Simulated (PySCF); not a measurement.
Write a Z-matrix for `C[O+]([BH2-]Br)CC(F)(F)F` as optimised with PBE0-D3(BJ)/def2-SVP.

Z-matrix in Å and degrees, rows numbered from 1:
```
C 
O   1  1.4392
B   2  1.6174  1  116.38
Br  3  2.0145  2  105.22  1   -71.85
C   2  1.4223  1  115.64  3  -141.55
C   5  1.5145  2  109.81  1   -94.42
F   6  1.3309  5  109.05  2   178.78
F   6  1.3253  5  111.65  2   -61.04
F   6  1.3379  5  111.51  2    59.50
H   1  1.0952  2  108.46  3  -169.43
H   1  1.0944  2  106.13  3   -50.52
H   1  1.0996  2  108.94  3    68.15
H   3  1.2088  2  104.03  1    46.29
H   3  1.2092  2  103.82  1   170.61
H   5  1.0989  2  110.75  1    27.54
H   5  1.0963  2  107.69  1   146.46
```

O2 (oxygen bonded to B and 2 C) has angles 116.4°, 116.1° and 115.6°, sum 348.1°, 0.30 Å off the plane of its three neighbours. B3 (four-coordinate boron) is distorted tetrahedral (angles from 103.8° to 118.2°). Of the pairs four or more bonds apart, F9···H10 is among the closest relative to their van der Waals radii: 2.39 Å, 89 % of the sum of Bondi's values.

Method: PBE0-D3(BJ)/def2-SVP geometry optimisation, gas phase in PySCF 2.14.0.

Point group: C1 (no symmetry element, even within 0.4 Å). No frequency check. The numbers are those of one conformer (C1–O2–B3–Br4 -72°, C1–O2–C5–C6 -94°).
